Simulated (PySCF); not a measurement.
## Electron correlation in O⁺ (oxygen, charge +1)

[He] 2s2 2p2 3s1, 3s spin antiparallel (an excited configuration). Computed with PySCF 2.14 in dyall-av2z, with no relativity, point nucleus. Frozen: 1s2; 5 electrons correlated; the 8 highest virtual orbitals of each spin left out.

MP2 pair energies summed by pair of shells (mhartree):

```json
{"pair": "2s-2p", "energy": "-38.22", "share (%)": "50.3"}
{"pair": "2s-2s", "energy": "-21.35", "share (%)": "28.1"}
{"pair": "2p-2p", "energy": "-6.25", "share (%)": "8.2"}
{"pair": "2s-3s", "energy": "-5.53", "share (%)": "7.3"}
{"pair": "2p-3s", "energy": "-4.66", "share (%)": "6.1"}
```

Total MP2 correlation energy: -76.00 mhartree.

Same-spin part -14.35 and opposite-spin part -61.65 mhartree; SCS-MP2 scales them by 1/3 and 6/5 to -78.76 mhartree.
